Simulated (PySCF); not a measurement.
Interval between two levels of Tc³⁺ by level of theory

Tc³⁺ [Kr] 4d4 [5D4, M_J = 4] → Tc³⁺ [Kr] 4d3 5s1 [5F5, M_J = 5], as a difference of total energies. Computed with PySCF 2.14 in x2c-TZVPall-2c with one added diffuse shell each of s, p, d type (9s10p8d1f, 86 functions), with the two-component X2C-1e Hamiltonian. Correlated levels: [Ar] 3d10 frozen; the 6 highest virtual spinors dropped. "Screened" scales the spin-orbit matrix elements by Boettger's factors to mimic the two-electron term; Breit and QED terms are absent.

| method | interval between two levels (cm⁻¹) |
| --- | --- |
| GHF (spin-free) | 73420 |
| GMP2 (spin-free) | 71600 |
| GHF (screened spin-orbit) | 74011 |
| GMP2 (screened spin-orbit) | 72227 |

The labels give the starting determinants; with spin-orbit coupling the two ends relaxed to ⟨J²⟩ = 20.01, ⟨L²⟩ = 6.07, ⟨S²⟩ = 5.97 and ⟨J²⟩ = 30.01, ⟨L²⟩ = 12.11, ⟨S²⟩ = 5.96.
